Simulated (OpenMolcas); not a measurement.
## P: Slater's ratio, thermal populations, worked from levels

```yaml
Program: OpenMolcas
Basis: ANO-R3 [6s5p4d2f1g]
Scalar_Hamiltonian: X2C, finite nucleus
Active_space: 5 electrons in 4 orbitals (3s 3p)
State_averaging: 2S+1 = 4 odd, 1 root; 2S+1 = 2 odd, 8 roots; 2S+1 = 4 even, 3 roots
Spin-orbit_coupling: RASSI with atomic mean-field integrals over the reference wave functions, term energies averaged over their components
```

Methods: CASSCF; SS-CASPT2, IPEA 0.25 Eh, imaginary shift 0.1 Eh (closed shells correlated: 2s 2p). Measured levels: NIST Handbook of Basic Atomic Spectroscopic Data.

**Slater's ratio.** With one set of orbitals, p3 has ²D° - ⁴S° = 9 F2 and ²P° - ²D° = 6 F2 (F2 = F²/25), a ratio of 2/3. Term energies are centres of gravity, weighted by 2J + 1.

```
   Source  ²D° - ⁴S°  ²P° - ⁴S°  F2 from the first  Ratio
   CASSCF      15348      20732               1705  0.351
SS-CASPT2      11727      19013               1303  0.621
 measured      11370      18740               1263  0.648
```

Energies in cm-1. A ratio away from 2/3 shows effects beyond one configuration with one set of orbitals, and in heavier atoms second-order spin-orbit shifts. In CASSCF the valence s occupation is 1.95 in ²P° against 2.00 in ²D°: mixing out of s² acts most on ²P° and pulls it down.

**Thermal populations.** Z = Σ (2J + 1) exp(-E/kT) with k = 0.695035 cm-1/K, over the levels below. No other level of either list lies under 55900 cm-1, which is above 7 kT at each temperature.

| Level | 2J + 1 | SS-CASPT2 | measured |
| --- | --- | --- | --- |
| 3s² 3p³ ⁴S°_3/2 | 4 | 0.0 | 0.0 |
| 3s² 3p³ ²D°_3/2 | 4 | 11720 | 11361 |
| 3s² 3p³ ²D°_5/2 | 6 | 11730 | 11377 |
| 3s² 3p³ ²P°_1/2 | 2 | 19010 | 18723 |
| 3s² 3p³ ²P°_3/2 | 4 | 19010 | 18748 |

```csv
T (K),"Z, SS-CASPT2","Z, measured levels","Ground level (%), SS-CASPT2","Ground level (%), measured levels"
5000,4.368,4.407,91.6,90.8
8000,5.410,5.500,73.9,72.7
```

At 8000 K, kT = 5560 cm-1, and the computed levels give Z = 4.000 + 0.486 + 0.728 + 0.065 + 0.131 = 5.410.

CASPT2 does not keep the components of a term degenerate, so their means are used; among the terms shown or strongly mixed into the levels shown the widest spread is 130 cm-1 (3s² 3p³ ²D°, SS-CASPT2). Without dynamic correlation excited terms often stand tens of per cent too high (terms of higher spin than the ground term too low), and those without a measured partner can miss by more than the paired ones (holds for CASSCF). Computed and measured levels are paired by configuration, term and J; levels that our copy of the source lacks, or whose pairing is in doubt (as where it misses far off the trend of its configuration), stay unpaired and out of the deviations. Only configurations of the active space appear.

° marks odd parity.
